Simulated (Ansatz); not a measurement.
Ideal-gas functions of Br2Cl2Ge, SMILES `[Cl][Ge]([Cl])([Br])[Br]` at 400 K and 1 bar, from an Ansatz frequency run at PBE0-D4/def2-TZVP.

Molar mass 303.32 g/mol, point group C2v (symmetry number 2), electronic degeneracy 1, moments of inertia 541.344, 766.991, 887.193 u Å². Harmonic wavenumbers (cm⁻¹, unscaled): 89, 101, 137, 144, 148, 283, 346, 436, 456.

Use S(trans) = R[1.5 ln M + 2.5 ln T − 1.1517]; rotational temperatures θ = 24.2544 K / I; S(rot) = R[ln(√π/σ · √(T³/θAθBθC)) + 1.5]; for each mode x = 1.438777 ν̃/T, S = R[x/(eˣ − 1) − ln(1 − e⁻ˣ)] and H = RT x/(eˣ − 1); 1 cm⁻¹ = 0.0119627 kJ/mol; R = 8.31446 J/(mol·K).

**Question.** By hand: the entropy, in J/(mol·K).

**Answer.** Translation 186.2. Rotation: θ = 0.0448, 0.0316, 0.0273 K, giving 128.4. Vibration, mode by mode: 17.82, 16.78, 14.28, 13.88, 13.65, 8.52, 7.01, 5.38, 5.07, in all 102.4. Electronic 0.0. Sum 417.0 J/(mol·K).

**Question.** By hand: H − E and G − E in kJ/mol, counted from the electronic energy.

**Answer.** Zero-point energy ½ × 2140 × 0.0119627 = 12.8; thermal vibration 19.5; translation, rotation and pV give 4 RT = 13.3. H − E = 45.6 kJ/mol, and G − E = 45.6 − 400 × 417.0/1000 = -121.2 kJ/mol.

Vibration gives 25 % of the entropy, 76.4 J/(mol·K) of it from the modes under 150 cm⁻¹: soft modes count most, and the harmonic formula is weakest for them.
